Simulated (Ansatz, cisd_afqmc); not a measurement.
Species: KOH, charge 0, singlet. KOH (SMILES [K][OH]).
B3LYP-D3(BJ)/def2-TZVP minimum from Ansatz (a program for electronic structure):
```xyz
3

K      0.0000     0.0000    -0.7485
O      0.0000     0.0000     1.4737
H      0.0000     0.0000     2.4311
```

Total energies in def2-SVP, 8 correlated electrons, 10 frozen orbitals. UHF or UKS for unpaired electrons; spin-orbit terms are left out. Cores are frozen in correlated methods (noble-gas shells, and filled d and f shells in the p block). No relativity. AFQMC/CISD: phaseless, guided by CISD from CCSD amplitudes; bars are statistical, one sigma. Outlying blocks are dropped, and bars are widened where a walk drifts. Over all cases where full CI ran beside it in this data, AFQMC minus full CI had a median of +0.1 mEh and passed +0.4 mEh in a tenth of the cases.

| method | program | energy (Eh) | minus CCSDTQ (mEh) |
|---|---|---|---|
| HF | Ansatz | -674.45907 | 215.09 |
| MP2 | Ansatz | -674.66558 | 8.58 |
| CCSD | Ansatz | -674.66974 | 4.42 |
| CCSD(T) | Ansatz | -674.67336 | 0.80 |
| CCSDT(Q) | Ansatz | -674.67426 | -0.10 |
| CCSDTQ | Ansatz | -674.67416 | 0.00 |
| AFQMC/CISD | cisd_afqmc | -674.6739 ± 0.0004 | 0.2 ± 0.4 |

Rough core times of Ansatz's runs on a shared machine: CCSD(T) under 20 s, CCSDT(Q) under 20 s, CCSDTQ 80 s.
